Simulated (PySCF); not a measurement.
# Tantalum: a sound run and one with changed settings

Sound run: Ta [Xe] 4f14 5d3 6s2, Ta+ [Xe] 4f14 5d3 6s1. Calculation: PySCF 2.14, in cc-pVDZ-PP with ECP60MDF (4s4p3d1f, 38 functions); a scalar-relativistic core potential. In the sound run the correlated levels freeze 5s2 5p6 outside the core potential. The sound run starts from symmetry-adapted Hartree-Fock orbitals and uses a fine grid where one is needed.

Changed run: a valence shell is frozen. This setting is unsound on purpose.

| species | method | sound run (hartree) | changed run (hartree) | converged |
| --- | --- | --- | --- | --- |
| Ta | MP2 | -56.79890 | -56.79890 | yes |
| Ta+ | MP2 | -56.54864 | -56.54864 | yes |

Ionisation energy of Ta:

```tsv
method	sound run (eV)	changed run (eV)
UHF	5.766	5.766
MP2	6.810	6.810
SCS-MP2	7.012	7.012
```

Here the setting changes nothing at the digits shown.

For comparison, NIST gives 7.550 eV between the lowest levels.
